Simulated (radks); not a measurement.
The phosphorus anion P3-, [Ar], held by a Watson sphere: a shell of charge +3 at radius R that stands for the Madelung well of a crystal (potential energy -3/R inside, -3/r outside, in hartree with lengths in bohr). Method: non-relativistic Kohn-Sham, LDA (Slater exchange, Perdew-Wang correlation), spin-polarised, spherical densities, point nucleus; computed with a radial shooting solver on a logarithmic mesh with Libxc functionals. Response by self-consistent Sternheimer equations with the Hartree and adiabatic LDA kernel. The sphere does not respond.

| R (bohr) | e(2p) (eV) | e(3s) (eV) | e(3p) (eV) | <r> 3p (bohr) | sum of <r^2> (bohr^2) | X-ray form factor at sin(theta)/lambda = 0.3 1/angstrom | alpha (bohr^3) |
|---|---|---|---|---|---|---|---|
| 2.38 | -120.78 | -15.290 | -7.425 | 2.397 | 52.11 | 8.444 | 37.22 |
| 2.59 | -120.76 | -14.609 | -6.977 | 2.483 | 55.53 | 8.446 | 43.30 |
| 2.68 | -120.76 | -14.335 | -6.788 | 2.519 | 57.01 | 8.450 | 46.23 |
| 3.15 | -120.76 | -13.083 | -5.853 | 2.706 | 64.96 | 8.489 | 65.29 |
| 3.38 | -120.73 | -12.572 | -5.436 | 2.795 | 68.96 | 8.509 | 77.33 |
| 3.67 | -120.67 | -12.016 | -4.954 | 2.906 | 74.13 | 8.530 | 95.61 |
| 4.06 | -120.56 | -11.402 | -4.383 | 3.052 | 81.36 | 8.549 | 126.7 |
| 4.24 | -120.50 | -11.164 | -4.149 | 3.119 | 84.81 | 8.555 | 144.0 |
| 4.25 | -120.50 | -11.152 | -4.137 | 3.123 | 85.01 | 8.555 | 145.0 |
